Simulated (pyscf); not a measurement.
## H₂Si=As–AsH₂, singlet

Gas-phase minimum from PySCF at ωB97X-D3(BJ)/def2-SVP, one conformer. H₂Si=As–AsH₂ lies 20.2 kcal/mol over its isomer cyclic H₄As₂Si (SMILES [SiH2]1[AsH][AsH]1), and others may lie lower still (electronic energy, ωB97M-D3(BJ)). 

SMILES: [As](=[SiH2])[AsH2]
```xyz
7

Si     0.5989     0.6738     0.4661
As    -1.3686    -0.1861     0.5690
As    -0.4354    -2.4139     0.7503
H      0.8169     2.1415     0.3354
H      1.8828    -0.0774     0.5134
H     -1.3465    -2.8179     1.8993
H     -1.3810    -3.0098    -0.2814
```
Charge 0, spin multiplicity 1.

Bonded distances (Å): Si1–As2 2.150, Si1–H4 1.490, Si1–H5 1.488, As2–As3 2.422, As3–H6 1.521, As3–H7 1.521. Bond angles (°): As2–Si1–H4 122.2, As2–Si1–H5 125.9, H4–Si1–H5 112.0, Si1–As2–As3 91.1, As2–As3–H6 94.0, As2–As3–H7 94.0, H6–As3–H7 92.1.

Properties at ωB97X-D3(BJ)/def2-SVP:

```yaml
harmonic_wavenumbers_unscaled: 101, 133, 284, 369, 518, 532, 549, 690, 703, 956, 1025, 2251, 2255, 2259, 2269 cm⁻¹
zero_point_energy: 21.3 kcal/mol
rotational_symmetry_number: 1
Entropy of this conformer at 298 K and 1 atm, rigid rotor and harmonic oscillator, modes under 100 cm⁻¹ raised to 100: 337.9 J/(mol K)
dipole_moment: 1.07 D
```

Single-point totals, which compare only within one level (frozen core for MP2 and CC):

```tsv
level	total energy (hartree)
ωB97X-D3(BJ)/def2-TZVP	-4763.55601
PBE/def2-TZVP	-4762.81868
r²SCAN/def2-TZVP	-4763.59746
B3LYP-D3(BJ)/def2-TZVP	-4763.76568
PBE0-D3(BJ)/def2-TZVP	-4762.98209
M06-2X/def2-TZVP	-4763.63340
ωB97M-D3(BJ)/def2-TZVP	-4763.70992
HF/def2-TZVPP	-4759.65054
MP2/def2-TZVPP	-4760.30793
CCSD/def2-TZVPP	-4760.33409
CCSD(T)/def2-TZVPP	-4760.36475
```

Soft torsions are taken as harmonic, which can shift the entropy by several J/(mol K). The CCSD(T) − MP2 part came from Ansatz, without density fitting, on the same reference. The frozen core leaves the outer d or s,p core shells of the metals and heavy elements correlated in the MP2 and CC values, and def2-TZVPP describes them poorly, so these totals are far from the basis limit. Elements up to Kr have no core potential and no relativistic terms here.
